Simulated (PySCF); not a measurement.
Species: C4H11SSi2 (doublet state).
Structure used (GFN2-xTB), in Å, numbered top down from 1:
```
atom  x, y, z in Å
Si1    1.886    0.837    0.731
C2     0.910    0.047   -0.709
C3     0.340   -1.339   -0.385
C4    -0.749   -1.322    0.675
S5    -2.338   -0.649    0.095
C6    -1.879    1.118   -0.042
Si7   -0.473    1.213   -1.315
H8     2.633    1.967    0.179
H9     1.001    1.332    1.791
H10    2.796   -0.153    1.316
H11    1.621   -0.082   -1.532
H12    1.148   -1.986   -0.025
H13   -0.068   -1.795   -1.292
H14   -0.990   -2.339    0.988
H15   -0.443   -0.748    1.551
H16   -2.783    1.626   -0.366
H17   -1.622    1.472    0.955
H18   -0.998    0.808   -2.627
```

The hyperfine couplings belong to this conformer and change with its torsions.

Identity: `[SiH3][C@H]1CCSC[SiH]1` [radical].

Computed with PySCF 2.14.0, UKS B3LYP, pcH-1 on C H S Si, non-relativistic, mean-field spin-orbit, GIAO. The structure is a single GFN2-xTB conformer in the gas phase; no vibrational or solvent corrections. Couplings are sensitive to structure, and on GFN2-xTB geometries they can be far from those on DFT ones, by a factor of two or more for some ions and for spin on atoms past the first row.

**Question.** Count the α and β electrons and give S(S+1).

**Answer.** Nα = 40, Nβ = 39 (79 in all), and S(S+1) = 0.75 for S = 1/2.

Mulliken spin populations, one withheld:

```csv
atom,bound to,population
Si1,"C2, H8, H9, H10",-0.0042
C2,"Si1, C3, Si7, H11",+0.0033
C3,"C2, C4, H12, H13",?
C4,"C3, S5, H14, H15",-0.0022
S5,"C4, C6",+0.0777
C6,"S5, Si7, H16, H17",-0.0006
Si7,"C6, C2, H18",+0.8918
H8,Si1,+0.0004
H9,Si1,0.0000
H10,Si1,+0.0018
H11,C2,-0.0021
H12,C3,+0.0037
H13,C3,-0.0030
H14,C4,+0.0008
H15,C4,-0.0005
H16,C6,-0.0017
H17,C6,-0.0021
H18,Si7,+0.0164
```

**Question.** Fill in the missing population.

**Answer.** 1 − (0.9795) gives +0.020, since all populations sum to 2S.

**Question.** How is the spin shared among the elements?

**Answer.** Silicon +0.89, sulfur +0.08, carbon +0.02, hydrogen +0.01. The positive populations sum to 1.02, the negative ones to -0.02.

**Question.** The run gives ⟨S²⟩ = 0.7519. What does that say of the overlap of α and β orbitals, and of the weight of higher spin?

**Answer.** For a single determinant ⟨S²⟩ = S(S+1) + Nβ − Σ|⟨iα|jβ⟩|², so the squared overlaps of occupied orbitals sum to 39 − 0.0019 = 38.9981. If the quartet state (S + 1) were the only admixture, its weight would be 0.0019/(2S + 2) = 0.06 %. For Kohn–Sham this describes the determinant of the orbitals, not the true wave function.

**Question.** What Fermi-contact NMR shifts do the couplings of Si1, C2, C3, C4, C6, H8/H9/H10, H11 imply at 200 K (Curie law, g = gₑ)?

**Answer.** δ = a_FC·h·gₑ μB S(S+1)/(3 g_N μN kT), with k/h = 20836.6 MHz/K:

```tsv
nuclei	isotope	a_FC (MHz)	g_N	contact shift (ppm)
Si1	29Si	-7.78	-1.1106	+1546
C2	13C	27.01	1.4048	+4241
C3	13C	10.91	1.4048	+1713
C4	13C	3.36	1.4048	+527
C6	13C	35.58	1.4048	+5586
H8/H9/H10	1H	1.36	5.5857	+54
H11	1H	-1.33	5.5857	-53
```

The sign follows the spin density at the nucleus: positive density means a positive shift. Entries for several nuclei are means.

Means are taken over nuclei equivalent by connectivity, which assumes that they swap fast.
